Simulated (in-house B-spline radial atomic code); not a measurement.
**Mn4+: 1s1 2s1 2p6 3s2 3p6 3d5 (with a hole in an inner shell)**

Level of theory: Dirac-Kohn-Sham PBE, spherical fractional occupations, Fermi nucleus of rms radius 3.7057 fm; calculated with an all-electron radial atomic-structure program (B-spline basis).

Effective charges: Z_r = [3n² - l(l+1)]/(2<r>) from the radius, Z_e = n√(-2ε) from the energy, and Slater's rules. Values are occupation-weighted means over j.

| shell | electrons | ε (eV) | <r> (bohr) | Z_r | Z_e | Slater |
| --- | --- | --- | --- | --- | --- | --- |
| 1s | 1 | -6825.9 | 0.06012 | 24.95 | 22.40 | 25.00 |
| 2s | 1 | -891.38 | 0.2683 | 22.37 | 16.19 | 22.05 |
| 2p | 6 | -793.71 | 0.2331 | 21.45 | 15.28 | 22.05 |
| 3s | 2 | -153.81 | 0.7897 | 17.09 | 10.09 | 15.60 |
| 3p | 6 | -122.19 | 0.8084 | 15.46 | 8.99 | 15.60 |
| 3d | 5 | -67.535 | 0.8673 | 12.11 | 6.68 | 7.60 |

The least bound orbital is 3d5/2 at -67.44 eV, and it is also the most diffuse (<r> = 0.8684 bohr). The part-filled 1s shell lies below the filled 3p shell in orbital energy.

Spin-orbit splittings of the orbital energies (j = l + 1/2 above j = l - 1/2 when positive): 2p 12.3 eV, 3p 1.678 eV, 3d 0.2432 eV.

For the 1s electron the small component carries 0.824 % of the norm, the zero-frequency Breit interaction raises the level by 4.857 eV, self-energy by 3.691 eV, and vacuum polarisation lowers it by 0.3077 eV.

The density falls to 0.001 bohr⁻³ at 2.472 bohr; Σ<r²> = 11.159 bohr² gives, by the non-relativistic formula and without the paramagnetism of open shells, a Langevin diamagnetic susceptibility of -8.837×10⁻⁶ cm³/mol.
